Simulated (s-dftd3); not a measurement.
F₂Si, charge -1, doublet, at a GFN2-xTB geometry (a state made from the parent by changing its charge; the spin is typed, not shown lowest); D3(bj) for wb97x run with s-dftd3 1.4.0.

Here is a job for s-dftd3.
```
$ s-dftd3 mol.xyz --bj wb97x --json dftd3.json --noedisp --grad

# file mol.xyz
3

Si    -0.04213560    -0.02012493     0.71616938
F      1.18435672    -0.74997636    -0.51078231
F     -1.11881245     0.78128181    -0.60325896
```

Task: What does s-dftd3 print? Leave out banner, timings and long lists.

Result: 
```
-----------------------------------
 s i m p l e   D F T - D 3  v1.4.0
-----------------------------------

Rational (Becke-Johnson) damping: wb97x-D3(BJ)
---------------------
  s6         1.0000
  s8         0.2641
  s9         0.0000
  a1         0.0000
  a2         5.4959
 alp        14.0000
--------------------

Dispersion energy:      -3.1458633912601E-03 Eh

Gradient norm:           3.2982668115506E-04 Eh/a0
--------------------------------------------------
     #    Z           dE/dx      dE/dy      dE/dz
--------------------------------------------------
     1   14 Si   -1.006E-05 -4.806E-06  1.710E-04
     2    9 F     1.548E-04 -9.714E-05 -7.950E-05
     3    9 F    -1.447E-04  1.019E-04 -9.152E-05
--------------------------------------------------

Virial:
--------------------------------------------------
      component           x          y          z
--------------------------------------------------
          x       6.531E-04 -4.326E-04  1.955E-06
          y      -4.326E-04  2.884E-04 -2.896E-05
          z       1.955E-06 -2.896E-05  4.125E-04
--------------------------------------------------

[Info] JSON dump of results written to 'dftd3.json'
```
